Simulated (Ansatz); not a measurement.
This geometry of ClGeH$_{3}$O (6 atoms, charge 0, multiplicity 1) is a first-order saddle point.

Theory: Ansatz 0.2.0, RKS PBE-D4/def2-SVP.

```xyz
6
Properties=species:S:1:pos:R:3
Ge 0.237 -0.054 -0.510
Cl 1.120 -0.023 1.931
H 1.644 0.130 0.323
O -0.795 1.405 -0.669
H -1.728 1.215 -0.452
H -0.743 -1.279 -0.352
```

Problem. Which two structures does it join? (They come from a converged band through this point; their orientation in space is the band's.)

Solution. Bonds broken: Ge1–Cl2, Ge1–H3. Bonds formed: Cl2–H3. ClGeH3O becomes ClH + GeH2O.

Image 0:

```xyz
6
Properties=species:S:1:pos:R:3
Ge 0.273 -0.062 -0.017
Cl 0.461 0.095 2.154
H 1.669 0.087 -0.652
O -0.656 1.331 -0.644
H -1.562 1.347 -0.282
H -0.449 -1.407 -0.290
```

Image 8:

```xyz
6
Properties=species:S:1:pos:R:3
Ge -0.165 -0.373 -0.983
Cl 1.412 -0.107 1.516
H 2.382 0.493 0.892
O -0.976 1.258 -0.908
H -1.732 1.260 -0.291
H -1.185 -1.138 0.044
```

Problem. How far does it lie above each of them?

Solution. 1.95 eV above the first and 0.35 eV above the second. This is the barrier of this one path; another mechanism may lie lower. The orbitals stay closed-shell, which can raise the energy where a bond breaks towards radicals; this wasn't checked here.

Time of the run: 3 min on 1 thread of Arm Neoverse V1, with other jobs on the host, peak memory 0.14 GiB.
